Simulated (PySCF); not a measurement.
PySCF 2.14 output of an unrestricted PBE0 calculation on a single atom or ion in x2c-TZVPPall (6s5p4d2f1g, 64 functions), with the spin-free X2C one-electron Hamiltonian (Gaussian nucleus):

```
SCF conv_tol = 1e-09
number electrons alpha = 11  beta = 9
    C. Adamo and V. Barone.,  J. Chem. Phys. 110, 6158 (1999)
    M. Ernzerhof and G. E. Scuseria.,  J. Chem. Phys. 110, 5029 (1999)
cycle= 1 E= -763.567194939963  delta_E= -0.0064  |g|= 0.031  |ddm|= 0.361
cycle= 2 E= -763.600766270299  delta_E= -0.0336  |g|= 0.0922  |ddm|= 1.26
cycle= 3 E= -763.60091568993  delta_E= -0.000149  |g|= 0.0934  |ddm|= 0.00612
cycle= 4 E= -763.563844719759  delta_E= 0.0371  |g|= 0.019  |ddm|= 1.06
cycle= 5 E= -763.563803632127  delta_E= 4.11e-05  |g|= 0.0107  |ddm|= 0.0919
cycle= 6 E= -763.56442491279  delta_E= -0.000621  |g|= 0.0117  |ddm|= 0.0908
cycle= 7 E= -763.564724619956  delta_E= -0.0003  |g|= 0.0105  |ddm|= 0.0274
cycle= 8 E= -763.564173738623  delta_E= 0.000551  |g|= 0.00678  |ddm|= 0.231
cycle= 9 E= -763.564062459543  delta_E= 0.000111  |g|= 0.00566  |ddm|= 0.0151
cycle= 10 E= -763.563845982192  delta_E= 0.000216  |g|= 0.00196  |ddm|= 0.049
cycle= 11 E= -763.563819838631  delta_E= 2.61e-05  |g|= 0.000235  |ddm|= 0.0217
cycle= 12 E= -763.563819826093  delta_E= 1.25e-08  |g|= 0.000231  |ddm|= 0.0014
cycle= 13 E= -763.563819426589  delta_E= 4e-07  |g|= 2.79e-05  |ddm|= 0.00335
cycle= 14 E= -763.563819421244  delta_E= 5.34e-09  |g|= 5.84e-06  |ddm|= 0.000277
cycle= 15 E= -763.563819421016  delta_E= 2.28e-10  |g|= 2.05e-06  |ddm|= 4.91e-05
converged SCF energy = -763.563819421016  <S^2> = 2.000054  2S+1 = 3.000036
```

The run itself started from symmetry-adapted Hartree-Fock orbitals and held the occupation by maximum overlap, on a logarithmic radial grid, so the iterations belong to that start.

**Question.** Which element, charge and spin multiplicity is this?

**Answer.** Sc⁺ (scandium, charge +1), multiplicity 3; the state was [Ar] 4s1 4p1, high-spin 3P determinant (an excited configuration).
